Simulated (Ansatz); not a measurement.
The first iterations of a band of AlH8NSSi3 (14 atoms, charge 0, multiplicity 1).

Level of theory: RKS B3LYP-D4/STO-3G in Ansatz 0.2.0.

```yaml
movable_images: 7
climbing_image: yes
spring: 5.0 eV/Å²
optimiser: quadratic models (default)
start_path: through a guess of the saddle point
force_threshold: 0.03 eV/Å
iteration_limit: 59
end_points: relaxed
```

Initial state:

```xyz
14
Properties=species:S:1:pos:R:3
N 1.120 -2.102 2.496
Si 0.940 -0.355 2.092
Al 0.335 0.264 -0.062
Si -0.332 -0.445 -2.132
Si -0.479 1.763 -1.572
S -2.241 2.985 -1.638
H 0.220 -2.605 2.265
H 1.804 -2.545 1.823
H -0.024 0.148 3.053
H 2.219 0.238 2.437
H -1.577 -1.186 -2.230
H 0.479 -0.818 -3.276
H 0.534 2.532 -2.274
H -3.012 2.097 -0.953
```

Final state:

```xyz
14
Properties=species:S:1:pos:R:3
N 0.542 -2.108 2.297
Si 0.986 -0.388 2.011
Al 0.305 0.263 -0.099
Si -0.212 -0.352 -2.239
Si -0.555 1.796 -1.545
S -2.403 2.881 -1.635
H 0.855 -2.390 3.264
H 1.127 -2.727 1.675
H 0.340 0.343 3.083
H 2.414 -0.154 2.208
H -1.391 -1.171 -2.448
H 0.687 -0.600 -3.351
H 0.428 2.686 -2.136
H -3.136 1.893 -1.055
```

| iteration | highest image above the first end (eV) | largest band force component (eV/Å) |
| --- | --- | --- |
| 1 | 2.977 | 22.231 |
| 2 | 0.646 | 4.033 |
| 3 | 0.323 | 2.161 |
| 4 | 0.212 | 0.739 |
| 5 | 0.145 | 0.420 |

Does the band converge within its limit, and where does its top end?

The forces met the threshold. It ended after 15 iterations with the highest image 0.130 eV above the first end. A vibrational analysis at the climbing image gives one clearly imaginary mode, 417i cm⁻¹: a first-order saddle point. Limits of this set-up: minimal basis.

Time of the run: 6.5 min on 1 CPU thread of a shared host.
